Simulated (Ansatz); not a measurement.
Reaction (ligand exchange at the Si–C bond): `[SiH3]/C=C\[SiH2]Cl` + `[OH][In]([SH])[Br]` → `[SiH3][O][In]([SH])[Br]` + `C=C[SiH2]Cl`

Program: Ansatz. Geometries: PBE0-D4/def2-TZVP. ΔE: electronic, gas phase. CCSD(T)/CBS adds triple-zeta CCSD(T) − MP2 to the extrapolated MP2 energy (def2 sets, frozen cores). Functionals use def2-TZVPP. B3LYP here is the variant with VWN-RPA as its local correlation; programs differ in this. def2 core potentials past Kr. For Br, In outer-core shells are correlated without core-valence functions, which leaves a few kJ/mol of doubt a bond. Scalar relativity is left out up to krypton. Each species was taken in one conformer, which may not be the lowest.

(1) Is it downhill or uphill in electronic energy at CCSD(T)/CBS, and by how much? (An estimate is asked.)

(2) What do these levels give: PBE0-D4, B3LYP-D4, ωB97X-V, PBE0, B3LYP, HF/def2-QZVPP? (An estimate is asked.)

Largest T1 diagnostic among the species: 0.013.

Answers

(1) Ansatz gave: Downhill: ΔE = -1.18 eV.

(2) The calculation gave: PBE0-D4 -1.05, B3LYP-D4 -1.13, ωB97X-V -1.15, PBE0 -1.08, B3LYP -1.19, HF/def2-QZVPP -1.49 eV.

In def2-TZVPP, CCSD(T) changes the Hartree–Fock value by +0.28 eV (the triples alone add +0.04 eV) and MP2 by +0.27 eV. The D4 term adds +0.06 eV with B3LYP and +0.03 eV with PBE0; it sums over pairs of atoms, weighted by their polarisabilities, and B3LYP, whose exchange is more repulsive, gets the larger term.
